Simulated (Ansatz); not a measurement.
Reaction (ligand exchange at the Si–O bond): `[SiH3]O[SiH2][SiH3]` + `N[SiH2]F` → `F[SiH2]N[SiH2][SiH3]` + silanol

Gas-phase electronic energies from Ansatz, PBE0-D4/def2-TZVP geometries. CCSD(T)/CBS is the MP2 limit (def2-TZVPP, def2-QZVPP) plus CCSD(T) − MP2 in def2-TZVPP, frozen cores. One conformer a species, not always the lowest.

```csv
species,CCSD(T)/CBS(def2) energy (Eh)
`[SiH3]O[SiH2][SiH3]`,-947.28799
`N[SiH2]F`,-446.07709
`F[SiH2]N[SiH2][SiH3]`,-1026.65568
`O[SiH3]`,-366.69042
```

(1) Work out ΔE.

Largest T1 diagnostic among the species: 0.012.

## Answers

(1) ΔE = (-1026.65568) + (-366.69042) − (-947.28799) − (-446.07709) = 0.01898 Eh = +0.52 eV.

In def2-TZVPP, CCSD(T) changes the Hartree–Fock value by −0.14 eV (the triples alone add −0.02 eV) and MP2 by −0.14 eV.
